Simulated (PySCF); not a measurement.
C$_{2}$H$_{3}$O$_{2}$ (SMILES [CH2]OC=O), doublet (typed; the unrestricted solution is spin-contaminated), at a GFN2-xTB geometry, with bond 4-3 at 2.0 times its length; B3LYP/def2-SV(P) in PySCF.

The PySCF input:
```python
from pyscf import gto, scf, dft

mol = gto.Mole()
mol.atom = '''
    C    -1.38730835   -0.35068916   -0.27448655
    O    -0.18346093   -0.82611593    0.05180795
    C     0.85781086    0.00885997    0.19322336
    O     0.78871300    2.39474821   -0.09201508
    H    -1.52464209    0.70461094   -0.42482510
    H    -2.16340718   -1.08161582   -0.36761887
    H     1.74662620   -0.57752527    0.46072643
'''
mol.basis = 'def2-sv(p)'
mol.spin = 1
mol.verbose = 4
mol.build()

mf = dft.UKS(mol)
mf.xc = 'b3lyp'
mf.conv_tol_grad = 1e-7
mf.kernel()
```

What the program printed (banner, timings and long lists left out):

```
PySCF version 2.14.0

[INPUT] verbose = 4
[INPUT] num. atoms = 7
[INPUT] num. electrons = 31
[INPUT] charge = 0
[INPUT] spin (= nelec alpha-beta = 2S) = 1
[INPUT] symmetry False subgroup None
[INPUT] Mole.unit = angstrom
[INPUT] Symbol           X                Y                Z      unit          X                Y                Z       unit  Magmom
[INPUT]  1 C     -1.387308350000  -0.350689160000  -0.274486550000 AA   -2.621632831822  -0.662706467254  -0.518704404377 Bohr   0.0
[INPUT]  2 O     -0.183460930000  -0.826115930000   0.051807950000 AA   -0.346690912258  -1.561132854840   0.097902836575 Bohr   0.0
[INPUT]  3 C      0.857810860000   0.008859970000   0.193223360000 AA    1.621027592078   0.016742916772   0.365139231268 Bohr   0.0
[INPUT]  4 O      0.788713000000   2.394748210000  -0.092015080000 AA    1.490451560884   4.525418254192  -0.173883300530 Bohr   0.0
[INPUT]  5 H     -1.524642090000   0.704610940000  -0.424825100000 AA   -2.881155988084   1.331521700972  -0.802803089841 Bohr   0.0
[INPUT]  6 H     -2.163407180000  -1.081615820000  -0.367618870000 AA   -4.088247066118  -2.043957671797  -0.694698982522 Bohr   0.0
[INPUT]  7 H      1.746626200000  -0.577525270000   0.460726430000 AA    3.300645159990  -1.091364590315   0.870646771049 Bohr   0.0

nuclear repulsion = 96.5522307074609
number of shells = 30
number of NR pGTOs = 108
number of NR cGTOs = 62
basis = def2-sv(p)
ecp = {}

******** <class 'pyscf.dft.uks.UKS'> ********
method = UKS
initial guess = minao
damping factor = 0
level_shift factor = 0
DIIS = <class 'pyscf.scf.diis.CDIIS'>
diis_start_cycle = 1
diis_space = 8
diis_damp = 0
SCF conv_tol = 1e-09
SCF conv_tol_grad = 1e-07
SCF max_cycles = 50
direct_scf = True
direct_scf_tol = 1e-13
number electrons alpha = 16  beta = 15
XC library pyscf.dft.libxc version 7.1.2
    S. Lehtola, C. Steigemann, M. J. T. Oliveira, and M. A. L. Marques,  SoftwareX 7, 1–5 (2018)
XC functionals = b3lyp
    P. J. Stephens, F. J. Devlin, C. F. Chabalowski, and M. J. Frisch,  J. Phys. Chem. 98, 11623 (1994)
radial grids:
    Treutler-Ahlrichs [JCP 102, 346 (1995); DOI:10.1063/1.469408] (M4) radial grids

becke partition: Becke, JCP 88, 2547 (1988); DOI:10.1063/1.454033
pruning grids: <function nwchem_prune>
grids dens level: 3
symmetrized grids: False
atomic radii adjust function: <function treutler_atomic_radii_adjust>
small_rho_cutoff = 0
tot grids = 85824
init E= -228.047956535929

cycle= 1 E= -226.900214724356  delta_E= 1.15  |g|=  1.1  |ddm|= 1.83

cycle= 2 E= -210.881000355805  delta_E=   16  |g|=  2.4  |ddm|= 8.74
cycle= 3 E= -226.914152919712  delta_E=  -16  |g|= 1.15  |ddm|= 8.75
cycle= 4 E= -226.926376917498  delta_E= -0.0122  |g|= 1.09  |ddm|= 0.43
cycle= 5 E= -226.92061315013  delta_E= 0.00576  |g|= 1.09  |ddm|= 0.00575
cycle= 6 E= -227.232699363185  delta_E= -0.312  |g|= 0.997  |ddm|= 0.479
cycle= 7 E= -227.173588259333  delta_E= 0.0591  |g|= 1.05  |ddm|= 0.0559
cycle= 8 E= -227.238880101436  delta_E= -0.0653  |g|= 1.04  |ddm|= 1.32
cycle= 9 E= -227.701578449852  delta_E= -0.463  |g|= 0.595  |ddm|= 0.546
cycle= 10 E= -227.805395895153  delta_E= -0.104  |g|= 0.391  |ddm|= 0.219
cycle= 11 E= -226.239854036438  delta_E= 1.57  |g|= 1.62  |ddm|= 1.62
cycle= 12 E= -227.903532194512  delta_E= -1.66  |g|= 0.108  |ddm|= 1.43
cycle= 13 E= -227.886026138543  delta_E= 0.0175  |g|= 0.239  |ddm|= 0.321
cycle= 14 E= -227.907114999228  delta_E= -0.0211  |g|= 0.154  |ddm|= 0.0937
cycle= 15 E= -227.910267434689  delta_E= -0.00315  |g|= 0.151  |ddm|= 0.0997
cycle= 16 E= -227.915887762096  delta_E= -0.00562  |g|= 0.129  |ddm|= 0.0726
cycle= 17 E= -227.921874142639  delta_E= -0.00599  |g|= 0.101  |ddm|= 0.0885
cycle= 18 E= -227.928806421511  delta_E= -0.00693  |g|= 0.0538  |ddm|= 0.147
cycle= 19 E= -227.930914583547  delta_E= -0.00211  |g|= 0.0331  |ddm|= 0.211
cycle= 20 E= -227.931669480988  delta_E= -0.000755  |g|= 0.0055  |ddm|= 0.0522
cycle= 21 E= -227.93171137088  delta_E= -4.19e-05  |g|= 0.00215  |ddm|= 0.0146
cycle= 22 E= -227.931718117458  delta_E= -6.75e-06  |g|= 0.00046  |ddm|= 0.00649
cycle= 23 E= -227.93171849522  delta_E= -3.78e-07  |g|= 0.000239  |ddm|= 0.0017
cycle= 24 E= -227.931718583402  delta_E= -8.82e-08  |g|= 0.000177  |ddm|= 0.000802
cycle= 25 E= -227.931718628921  delta_E= -4.55e-08  |g|= 7.09e-05  |ddm|= 0.000461
cycle= 26 E= -227.931718650921  delta_E= -2.2e-08  |g|= 4.56e-05  |ddm|= 0.000321
cycle= 27 E= -227.931718677835  delta_E= -2.69e-08  |g|= 3.96e-05  |ddm|= 0.00053
cycle= 28 E= -227.931718686952  delta_E= -9.12e-09  |g|= 3.54e-05  |ddm|= 0.000238
cycle= 29 E= -227.931718704234  delta_E= -1.73e-08  |g|= 1.35e-05  |ddm|= 0.000738
cycle= 30 E= -227.931718705873  delta_E= -1.64e-09  |g|= 4.76e-06  |ddm|= 0.000246
cycle= 31 E= -227.931718705931  delta_E= -5.82e-11  |g|= 2.09e-06  |ddm|= 3.41e-05
cycle= 32 E= -227.931718705941  delta_E= -1.07e-11  |g|= 8.32e-07  |ddm|= 1.47e-05
cycle= 33 E= -227.931718705945  delta_E= -3.41e-12  |g|= 4.87e-07  |ddm|= 4.11e-06
cycle= 34 E= -227.931718705947  delta_E= -2.61e-12  |g|= 3.7e-07  |ddm|= 4.03e-06
cycle= 35 E= -227.931718705948  delta_E= -2.27e-13  |g|= 3.39e-07  |ddm|= 2.68e-06
cycle= 36 E= -227.931718705949  delta_E= -1.19e-12  |g|= 2.97e-07  |ddm|= 2.52e-06
cycle= 37 E= -227.93171870595  delta_E= -7.96e-13  |g|= 2.8e-07  |ddm|= 1.84e-06
cycle= 38 E= -227.931718705952  delta_E= -2.1e-12  |g|= 2.69e-07  |ddm|= 5.04e-06
cycle= 39 E= -227.931718705954  delta_E= -2.27e-12  |g|= 2.13e-07  |ddm|= 5.62e-06
cycle= 40 E= -227.931718705956  delta_E= -1.93e-12  |g|= 1.39e-07  |ddm|= 9.83e-06
cycle= 41 E= -227.931718705956  delta_E=    0  |g|= 9.72e-08  |ddm|= 4.73e-06
Extra cycle  E= -227.931718705956  delta_E= -1.71e-13  |g|= 9.56e-08  |ddm|= 6.06e-07
converged SCF energy = -227.931718705956  <S^2> = 1.914331  2S+1 = 2.9423331
```
